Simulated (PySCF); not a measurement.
# Spectroscopy problems

All values are calculated (PySCF 2.14): GIAO PBE0/pcSseg-1 shieldings, spin–spin couplings from B3LYP/pcJ-1, geometry: PBE0-D3(BJ)/def2-SVP. Isolated molecule, non-relativistic Hamiltonian, fast rotation and ring inversion assumed for equivalent nuclei, one computed conformer.

References, each an isolated molecule treated in the same way: ¹H (31.27 ppm) and ¹³C (184.41 ppm) against TMS. Multiplet labels drop J under 1 Hz and among equivalent protons, and merge close values. Unscaled 3J(H,H) run several per cent high. Carbons bonded to boron are broad in practice. Shifts are as computed. Against solution values, carbons near 30 ppm lie about +2 ppm off and those near 130 ppm about +5 ppm. Of 1211 compounds with measured shifts, 218 miss one by over three times the rms of a fit or turn the order of signals round; such compounds aren't used in these exercises. For the larger molecules the spin–dipole term is left out of H,H and C,H couplings.

Question: C3H3BF2. ¹H NMR (400 MHz, computed): δ 2.01 (t, J = 3.1 Hz, 3H). ¹³C{¹H} NMR (computed): δ 110.0 (C, t, J = 15.3 Hz), 79.5 (C, t, J = 60.2 Hz), 5.5 (CH3). Give a structure.

Answer: `CC#CB(F)F`. 3 carbon signals for 3 carbons: no two carbons are equivalent. Carbon types of the structure: 2 × C, 1 × CH3, which accounts for all hydrogens. δC 110.0, 79.5: alkyne carbon. δC 5.5: propargylic methyl carbon; saturated and bonded to C and H only. δH 2.01: hydrogen on a propargylic methyl carbon.

This is the structure that produced the data.

Question: C8H6O. ¹H NMR (400 MHz, computed): δ 8.04 (m, 2H), 7.61 (m, 2H), 7.06 (m, 2H). ¹³C{¹H} NMR (computed): δ 137.8 (CH), 129.7 (CH), 128.3 (C), 124.8 (CH). Identify the compound.

Answer: `c1ccc2cocc2c1`. Rings plus π bonds: 6 (2 rings in the answer). 4 carbon signals for 8 carbons: some carbons are equivalent by symmetry or fast rotation. Carbon types of the structure: 2 × C, 6 × CH, which accounts for all hydrogens. δC 137.8: aromatic CH next to the ring oxygen. δC 129.7, 124.8: aromatic CH. δC 128.3: ring-fusion aromatic carbon. δH 7.61, 7.06: hydrogen on an aromatic CH; aromatic region.

This is the structure that produced the data.
